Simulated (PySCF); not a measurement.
A PySCF script (with the pyscf-properties extension) for the NMR shieldings of SMILES C1(=C)C[C@H]1BCC, C6H11B, on a GFN2-xTB geometry:

```python
import basis_set_exchange as bse
import numpy as np
from pyscf import gto, dft
from pyscf.prop import nmr

atoms = """
C     2.288575    0.017461   -2.009792
C     1.817427    0.570584   -0.924063
C     1.687534    1.722218   -0.055148
C     1.007415    0.387504    0.307976
B    -0.520190    0.216667    0.167597
C    -1.265944   -0.860442    1.048829
C    -2.744560   -1.085627    0.727436
H     2.910836    0.567959   -2.697730
H     2.081472   -1.010162   -2.261101
H     1.050328    2.538699   -0.364339
H     2.536206    2.031732    0.539320
H     1.518336   -0.176497    1.084826
H    -1.104890    0.888950   -0.595156
H    -1.179965   -0.562163    2.099947
H    -0.742234   -1.820007    0.988764
H    -3.304957   -0.161290    0.845820
H    -3.181604   -1.835902    1.384839
H    -2.862543   -1.423367   -0.299682
"""
names = dict.fromkeys(["C", "B", "H"], "pcSseg-1")
basis = {el: gto.basis.parse(bse.get_basis(n, elements=[el], fmt="nwchem")) for el, n in names.items()}
mol = gto.M(atom=atoms, basis=basis, charge=0, verbose=0)
mf = dft.RKS(mol, xc="PBE0")
mf.grids.level = 2
mf.grids.alignment = dft.numint.BLKSIZE   # the property module wants whole blocks of grid points
mf.conv_tol = 1e-9
mf.kernel()

calc = nmr.RKS(mf)   # GIAO
C = mf.mo_coeff
Co = C[:, mf.mo_occ > 0]
resp = mf.gen_response(singlet=True, hermi=2)
def vind(x):   # induced exchange potential for any number of trial vectors
    d = np.einsum("pi,xij,qj->xpq", C, 2 * x.reshape(-1, C.shape[1], Co.shape[1]), Co, optimize=True)
    return np.einsum("xpq,pi,qj->xij", resp(d - d.transpose(0, 2, 1)), C, Co, optimize=True).ravel()
mo1, _ = nmr.rhf.solve_mo1(calc, with_cphf=vind)
sigma = calc.kernel(mo1)
for i, s in enumerate(sigma):   # ppm
    print("%2d %-2s %9.2f" % (i, mol.atom_pure_symbol(i), np.trace(s) / 3))
```

Q: Give the expected output.

A: 
```
 0 C      78.59
 1 C      42.78
 2 C     170.19
 3 C     161.82
 4 B      14.11
 5 C     160.53
 6 C     172.61
 7 H      25.92
 8 H      26.08
 9 H      30.11
10 H      29.99
11 H      30.04
12 H      24.96
13 H      30.28
14 H      30.10
15 H      30.39
16 H      30.55
17 H      30.48
```

These numbers come from an equivalent density-fitted implementation of the same equations, which agrees with the script to about 0.01 ppm for H and up to a few tenths of a ppm for heavy atoms, so last digits may differ.

Size and cost of the density-fitted run: 174 basis functions, 33 s wall time on 1 thread of an Arm Neoverse V1, shared host; peak memory 0.78 GiB.
